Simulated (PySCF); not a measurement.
BFH2S, SMILES B(S)F.

Coordinates come from a B3LYP-D3(BJ)/def2-TZVP optimisation. One conformer was computed; it need not be the lowest.

The numbers are results of PySCF with M06-2X/def2-TZVPD, not measurements.

Gas-phase values at a fixed geometry.

**Question.** Estimate the frontier levels, gap, dipole moment and polarisability. (An estimate is asked for; the answer gives what the named calculation found.)

**Answer.** 
The highest occupied level comes out as -9.52 eV, the lowest empty level is -0.03 eV and the orbital gap is 9.49 eV. The dipole moment comes out as 1.63 D. The quadrupole, principal values (traceless, Buckingham form, about the centre of nuclear charge) is -1.40, -0.48, 1.88 D·Å, the mean static polarisability is 36.5 bohr³ (5.41 Å³) and the polarisability, principal values comes out as 30.6, 34.4, 44.5 bohr³.
